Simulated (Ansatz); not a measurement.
`N[CH]([SiH3])[InH2]` + `[SiH3]N[SiH3]` → `[SiH3][N]([SiH3])[InH2]` + `NC[SiH3]` at 500 K and 1 bar (ligand exchange at the In–C bond).

Computed with Ansatz on PBE0-D4/def2-TZVP structures; ΔE is electronic, products minus reactants. CBS: MP2 limit from def2 TZ/QZ plus the TZ coupled-cluster correction, frozen cores. This one scheme is used for every species. Elements past krypton have def2 core potentials. For In outer-core shells are correlated without core-valence functions, which leaves a few kJ/mol of doubt a bond. Each species was taken in one conformer, which may not be the lowest.

| species | CCSD(T)/CBS energy (Eh) | H − E (kJ/mol) | S (J/(mol·K)) |
| --- | --- | --- | --- |
| `N[CH]([SiH3])[InH2]` | -576.40554 | 264.0 | 459.2 |
| `[SiH3]N[SiH3]` | -637.10515 | 216.0 | 394.7 |
| `[SiH3][N]([SiH3])[InH2]` | -827.51128 | 236.5 | 481.7 |
| `NC[SiH3]` | -386.02732 | 245.0 | 347.4 |

H − E and S are ideal-gas, rigid-rotor, harmonic terms from PBE0-D4/def2-TZVP, for one conformer and one mirror image of each species. 1 Eh = 2625.50 kJ/mol, R = 8.31446 J/(mol·K).

Question: By hand: ΔE, ΔH, ΔS and ΔG.

Answer: ΔE = (-827.51128) + (-386.02732) − (-576.40554) − (-637.10515) = -0.02791 Eh = -73.3 kJ/mol. Δ(H − E) = 236.5 + 245.0 − 264.0 − 216.0 = 1.5, so ΔH = -71.8 kJ/mol. ΔS = 481.7 + 347.4 − 459.2 − 394.7 = -24.8 J/(mol·K). ΔG = -71.8 − 500 × (-24.8)/1000 = -59.4 kJ/mol.

Question: By hand: the equilibrium constant, and the temperature at which ΔG would vanish if ΔH and ΔS stayed fixed.

Answer: log₁₀ K = −ΔG/(RT ln 10) = 6.2. ΔG = 0 at ΔH/ΔS = 2895 K, far beyond where these terms or the molecules hold.

ΔH outweighs TΔS. A doubt of 5 kJ/mol in ΔE shifts log₁₀ K by 0.5 here. Other conformers and mirror images would add mixing entropy, several J/(mol·K) or more a flexible species. Modes under 60 cm⁻¹, often nearly free rotors, make the harmonic entropy too high. These are equilibria of isolated gas molecules and say nothing of rates. Largest T1 diagnostic: 0.015 (customary marks: 0.02 for closed shells, 0.045 for open ones).
